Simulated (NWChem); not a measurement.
# MoS2F2; SMILES [F][Mo]([F])(=[S])=[S]

```xyz
5

Mo     0.0000     0.0000    -0.1957
S      1.6876     0.0000     1.0410
S     -1.6876     0.0000     1.0410
F      0.0000    -1.5341    -1.1934
F      0.0000     1.5341    -1.1934
```
Atoms are numbered in this order, from 1.

Level: PBE0/def2-SVP with def2 effective core potentials on Mo (NWChem), optimised geometry, unscaled harmonic frequencies. def2 effective core potentials on Mo; no spin-orbit coupling.

| frequency (cm⁻¹) | IR intensity (km/mol) |
|---|---|
| 178 | 5.8 |
| 188 | 1.8 |
| 204 | 0.0 |
| 207 | 0.1 |
| 221 | 0.6 |
| 582 | 5.8 |
| 602 | 100.4 |
| 711 | 128.2 |
| 736 | 117.5 |

```yaml
zero_point_energy: 5.2 kcal/mol
thermal correction to the enthalpy at 298.15 K (with zero-point energy): 9.7 kcal/mol
heat capacity Cv: 18.8 cal/(mol K)
entropy at 298.15 K and 1 atm (symmetry number 2): 80.8 cal/(mol K)
```

Rigid rotor and harmonic oscillator.
